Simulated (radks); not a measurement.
Results of a calculation; reference values are marked as such.
Problem. All-electron atom: Rh2+ in [Ar] 3d10 4s2 4p4 4d7 5d2 (not the ground configuration). Code: a radial shooting solver on a logarithmic mesh with Libxc functionals. Model: scalar-relativistic Kohn-Sham, PBEsol, spin-polarised, spherical densities, finite nucleus; open shells are filled with parallel spins first (spin-orbit coupling, left out, can overturn this in heavy ions); Fermi nuclear charge, rms radius 4.4945 fm. Some entries of the table are withheld. Estimate them.

orbital,occ.,eigenvalue (eV),<1/r> (bohr^-1),<r^2> (bohr^2)
1s up,1,-23070.87,47.03,0.001439
1s down,1,-23070.41,47.03,0.001439
2s up,1,-3382.769,10.65,0.02376
2s down,1,-3381.826,10.65,0.02376
2p up,3,-3037.142,10.32,0.01870
2p down,3,-3036.205,10.32,0.01870
3s up,1,-640.1764,3.710,0.1748
3s down,1,-639.3090,3.710,0.1746
3p up,3,-526.5426,3.534,0.1773
3p down,3,-525.5666,3.535,0.1770
3d up,5,-344.6262,(1),0.1639
3d down,5,-343.4313,(2),0.1633
4s up,1,-124.6255,1.430,1.043
4s down,1,-119.4587,1.431,1.046
4p up,3,-91.6126,1.297,1.238
4p down,1,-86.5096,1.293,1.251
4d up,5,-43.2694,1.028,1.924
4d down,2,-38.7195,1.008,2.024
5d up,2,-11.6412,0.3277,16.84

Solution. 
(1) 3d up <1/r> (bohr^-1): 3.308
(2) 3d down <1/r> (bohr^-1): 3.310
